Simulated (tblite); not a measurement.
Isomers of C7H15NOSi. Computed with GFN2-xTB (tblite): harmonic, unscaled wavenumbers at the GFN2-xTB geometry, gas phase. The method is semi-empirical: single wavenumbers can be off by several per cent or more. Modes of hydrogen on silicon can be 10 to 20 % off. One conformer each.

Electronic energies: GFN2-xTB at the same geometries; isomer energies are rough at this level and their order can be wrong.

```tsv
SMILES	electronic energy, lowest = 0 (kcal/mol)
C/C=C/O[SiH2]N1CCCC1	8.0
C1CCN([Si@@H]2CCCO2)C1	0.0
C=CC[C@@H]1CO[Si@@H](NC)C1	29.1
C=C[C@H](C(=C)C)N(C)[SiH2]O	40.1
CC(=O)N[SiH2]C1CCCC1	18.5
O[SiH2]N1CC[C@H](C2CC2)C1	7.7
```

How do GFN2-xTB zero-point energies change the relative energies?

| SMILES | ZPE (kcal/mol) | of it from modes above 1550 cm⁻¹ | electronic (kcal/mol) | with ZPE, lowest = 0 (kcal/mol) | lowest mode (cm⁻¹) | rings |
| --- | --- | --- | --- | --- | --- | --- |
| C1CCN([Si@@H]2CCCO2)C1 | 134.2 | 62.6 | 0.0 | 0.0 | 31 | 2 |
| O[SiH2]N1CC[C@H](C2CC2)C1 | 131.0 | 63.2 | 7.7 | 4.6 | 25 | 2 |
| C/C=C/O[SiH2]N1CCCC1 | 130.6 | 64.5 | 8.0 | 4.4 | 38 | 1 |
| CC(=O)N[SiH2]C1CCCC1 | 131.0 | 65.4 | 18.5 | 15.3 | 20i | 1 |
| C=CC[C@@H]1CO[Si@@H](NC)C1 | 131.5 | 66.2 | 29.1 | 26.4 | 36 | 1 |
| C=C[C@H](C(=C)C)N(C)[SiH2]O | 127.3 | 68.7 | 40.1 | 33.2 | 29 | 0 |

The zero-point energies span 6.9 kcal/mol, from `C=C[C@H](C(=C)C)N(C)[SiH2]O` to `C1CCN([Si@@H]2CCCO2)C1`. Slightly imaginary modes are left out of the zero-point energy: `CC(=O)N[SiH2]C1CCCC1` 19.8i cm⁻¹. The lowest isomer stays, but the order above it changes.

What do entropy and thermal enthalpy add at 298.15 K and 1 bar (rigid rotor, harmonic oscillator, one conformer each)?

```
                     SMILES  point group  symmetry number  S (cal/(mol K))  H − H(0) (kcal/mol)  ZPE + H − H(0) − TS (kcal/mol)
     C1CCN([Si@@H]2CCCO2)C1           C1                1            105.9                 7.48                           110.0
  O[SiH2]N1CC[C@H](C2CC2)C1           C1                1            108.5                 7.91                           106.5
       C/C=C/O[SiH2]N1CCCC1           C1                1            112.8                 8.38                           105.4
 C=CC[C@@H]1CO[Si@@H](NC)C1           C1                1            111.3                 8.40                           106.8
C=C[C@H](C(=C)C)N(C)[SiH2]O           C1                1            118.5                 9.37                           101.3
```

Not tabulated: `CC(=O)N[SiH2]C1CCCC1` (lowest mode only 20i cm⁻¹).
